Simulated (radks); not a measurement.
Valence configurations of the gallium ion Ga3+ (all share [Ar]). Calculated with a radial shooting solver on a logarithmic mesh with Libxc functionals: scalar-relativistic Kohn-Sham, PBE, spin-unpolarised, spherical densities, point nucleus. Energies are relative to 3d10; eigenvalues in eV.

\begin{tabular}{lrrrr}
valence & E (eV) & e(3d) & e(4p) & e(4s) \\ \hline
3d10 & 0.000 & -52.485 & - & - \\
3d9.5 4s0.5 & 8.638 & -56.707 & - & -38.002 \\
3d9.5 4p0.5 & 13.446 & -57.452 & -28.806 & - \\
3d9 4s1 & 18.736 & -61.134 & - & -39.412 \\
3d9 4p1 & 28.681 & -62.591 & -30.271 & - \\
3d8.5 4s1 4p0.5 & 35.497 & -66.472 & -31.009 & -41.257 \\
3d8 4s2 & 43.671 & -70.550 & - & -42.276 \\
3d8 4s1 4p1 & 54.224 & -71.952 & -32.470 & -43.067 \\
3d8 4p2 & 64.862 & -73.321 & -33.152 & - \\
3d7 4s2 4p1 & 86.675 & -81.990 & -34.641 & -45.844 \\
\end{tabular}

NIST lists [Ar] 3d10 as the ground configuration; this level of theory agrees among the configurations tried. The energies are those of spherical spin-averaged densities, not of single terms.
